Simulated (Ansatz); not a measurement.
Reaction (isomerisation): `[SiH3]C(S)=[Se]` → `[SeH][SiH]1CS1`

Gas-phase electronic energies from Ansatz, PBE0-D4/def2-TZVP geometries. CCSD(T)/CBS adds triple-zeta CCSD(T) − MP2 to the extrapolated MP2 energy (def2 sets, frozen cores). DFT in def2-TZVPP. B3LYP here is the variant with VWN-RPA as its local correlation; programs differ in this. For Se outer-core shells are correlated without core-valence functions, which leaves a few kJ/mol of doubt a bond. Scalar relativity is left out up to krypton. Each species was taken in one conformer, which may not be the lowest.

(1) Is it downhill or uphill in electronic energy at CCSD(T)/CBS, and by how much? (An estimate is asked.)

(2) What do these levels give: r2SCAN-D4, PBE0-D4, B3LYP-D4, ωB97X-V, r2SCAN, B3LYP, MP2/def2-TZVPP, SCS-MP2/def2-TZVPP, CCSD/def2-TZVPP, CCSD(T)/def2-TZVPP, HF/CBS(def2), MP2/CBS(def2)? (An estimate is asked.)

Largest T1 diagnostic among the species: 0.016.

Answers

(1) Computed: Downhill: ΔE = -157.8 kJ/mol.

(2) The calculation gave: r2SCAN-D4 -162.7, PBE0-D4 -172.8, B3LYP-D4 -143.4, ωB97X-V -172.8, r2SCAN -162.9, B3LYP -145.6, MP2/def2-TZVPP -159.5, SCS-MP2/def2-TZVPP -152.3, CCSD/def2-TZVPP -160.8, CCSD(T)/def2-TZVPP -153.3, HF/CBS(def2) -163.6, MP2/CBS(def2) -164.1 kJ/mol.

In def2-TZVPP, CCSD(T) changes the Hartree–Fock value by +11.3 kJ/mol (the triples alone add +7.4 kJ/mol) and MP2 by +5.0 kJ/mol. From PBE to PBE0 (25 % exact exchange), in def2-TZVPP and without D4, ΔE moves by −17.8 kJ/mol.
